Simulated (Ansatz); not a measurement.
`[NH2][Al]([OH])[SiH2]Cl` and `[NH2][Al]([OH])[F]` differ in one atom or group.

Ansatz, PBE0-D4/def2-TZVP geometries, multiplicity 1. Each molecule was computed in one conformer, which needn't be the lowest.

| property | `[NH2][Al]([OH])[SiH2]Cl` |
| --- | --- |
| LUMO energy (PBE0/def2-TZVPP) / eV | -0.71 |
| size of the dipole moment (ωB97M-V/def2-TZVPP) / D | 2.89 |
| HOMO–LUMO gap (PBE/def2-TZVPP) / eV | 4.78 |
| HOMO energy (PBE/def2-TZVPP) / eV | -6.23 |
| HOMO energy (PBE0/def2-TZVPP) / eV | -7.65 |
| LUMO energy (ωB97M-V/def2-TZVPP) / eV | 0.98 |

(1) Give the same properties after the change, and the shifts. (An estimate is asked.)

## Answers

(1) Computed: 
```tsv
property	`[NH2][Al]([OH])[F]`	shift
LUMO energy (PBE0/def2-TZVPP) / eV	-0.42	0.29
size of the dipole moment (ωB97M-V/def2-TZVPP) / D	3.32	0.43
HOMO–LUMO gap (PBE/def2-TZVPP) / eV	4.98	0.20
HOMO energy (PBE/def2-TZVPP) / eV	-6.24	-0.01
HOMO energy (PBE0/def2-TZVPP) / eV	-7.71	-0.06
LUMO energy (ωB97M-V/def2-TZVPP) / eV	1.11	0.13
```

With PBE0 the HOMO falls by 0.06 eV and the LUMO rises by 0.29 eV, so the gap widens by about 0.35 eV. PBE moves the HOMO by -0.01 eV and ωB97M-V by -0.39 eV. Dipoles are sizes alone; their direction can turn.
